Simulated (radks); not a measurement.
Results of a calculation; reference values are marked as such.
The nuclear charge of the calcium ion Ca+ is varied continuously with 19 electrons held in [Ar] 4s1. Code: a radial shooting solver on a logarithmic mesh with Libxc functionals. Model: scalar-relativistic Kohn-Sham, LDA (Slater exchange, Perdew-Wang correlation), spin-polarised, spherical densities, point nucleus; open shells are filled with parallel spins first. By the Hellmann-Feynman theorem dE/dZ = E(electron-nucleus)/Z, the electronic potential at the nucleus. The scalar-relativistic energy here is not variational (the density holds large components alone), so the two differ by a part that grows with Z.

| Z | E (hartree) | E(electron-nucleus)/Z (hartree) | HOMO | e(HOMO) (eV) | <r> HOMO (bohr) |
|---|---|---|---|---|---|
| 19.5 | -638.87378 | -77.8644 | 4s | -5.740 | 4.030 |
| 19.6 | -646.68924 | -78.3750 | 4s | -6.443 | 3.915 |
| 19.7 | -654.55582 | -78.8854 | 4s | -7.170 | 3.810 |
| 19.8 | -662.47350 | -79.3956 | 4s | -7.922 | 3.712 |
| 19.9 | -670.44227 | -79.9058 | 4s | -8.698 | 3.621 |
| 20 | -678.46213 | -80.4158 | 4s | -9.496 | 3.537 |
| 20.1 | -686.53305 | -80.9258 | 4s | -10.318 | 3.458 |
| 20.2 | -694.65504 | -81.4357 | 4s | -11.162 | 3.383 |
| 20.3 | -702.82809 | -81.9455 | 4s | -12.027 | 3.313 |
| 20.4 | -711.05219 | -82.4553 | 4s | -12.915 | 3.247 |
| 20.5 | -719.32735 | -82.9650 | 4s | -13.824 | 3.184 |
| 20.6 | -727.65355 | -83.4747 | 4s | -14.754 | 3.125 |
| 20.7 | -736.03080 | -83.9844 | 4s | -15.706 | 3.068 |
| 20.8 | -744.45910 | -84.4940 | 4s | -16.678 | 3.014 |
| 20.9 | -752.93844 | -85.0037 | 4s | -17.670 | 2.962 |
| 21 | -761.46883 | -85.5134 | 4s | -18.684 | 2.913 |

The central difference of E at Z = 20 is -80.454 hartree, to compare with the third column; the second derivative is -5.11 hartree.
